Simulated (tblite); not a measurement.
Compound: C₇H₈O₂S.
SMILES with atom numbers: `[CH3:1][O:2][c:3]1[cH:4][cH:5][c:6]([C:7]([CH3:8])=[O:9])[s:10]1` (hydrogens: H11, H12, H13 on C1; H14 on C4; H15 on C5; H16, H17, H18 on C8)

Cartesian coordinates in Å at the GFN2-xTB level; atoms count from 1:
```
atom  x, y, z in Å
C1     3.523    0.825   -0.291
O2     2.876   -0.291    0.278
C3     1.541   -0.311    0.226
C4     0.759   -1.315    0.744
C5    -0.606   -1.077    0.552
C6    -0.876    0.097   -0.107
C7    -2.130    0.712   -0.495
C8    -3.380   -0.046   -0.107
O9    -2.166    1.770   -1.091
S10    0.598    0.940   -0.511
H11    3.300    0.904   -1.359
H12    3.212    1.750    0.205
H13    4.589    0.665   -0.144
H14    1.171   -2.174    1.239
H15   -1.371   -1.753    0.890
H16   -4.252    0.511   -0.439
H17   -3.419   -0.173    0.972
H18   -3.379   -1.029   -0.573
```

Structure optimised with GFN2-xTB, isolated species.

Masses are those of the commonest isotopes; rigid-rotor values at the optimised geometry. The values belong to one conformer with, in the numbering `[CH3:1][O:2][c:3]1[cH:4][cH:5][c:6]([C:7]([CH3:8])=[O:9])[s:10]1`, C1–O2–C3–C4 -179°, C5–C6–C7–C8 1°.

(1) What are A, B and C (MHz)?

(2) What kind of rotor is it?

(3) Is it planar, by Δ = Ic − Ia − Ib?

Results:

(1) Ia = 172.27, Ib = 704.98, Ic = 870.87 u·Å²; 505379 MHz·u·Å²/I gives A = 2934, B = 716.9, C = 580.3 MHz.

(2) An asymmetric top. Ray's parameter κ = (2B − A − C)/(A − C) = -0.884; −1 is the prolate and +1 the oblate limit.

(3) Not planar: Δ = Ic − Ia − Ib = -6.37 u·Å². For a rigid frame Δ = −2 Σ m c², so Σ m c² = 3.19 u·Å² lies off the ab plane: 3.17 from hydrogen and 0.01 from heavier atoms. The atom farthest from that plane is 0.91 Å away.

Its GFN2-xTB frequencies are all real (lowest 62 cm⁻¹). Zero-point vibration and centrifugal distortion are left out.

The run took 0.84 s wall on one thread, Arm Neoverse V1 (aarch64), no GPU (shared host). These figures are those of the optimisation.

The numbers are calculated, not measured.
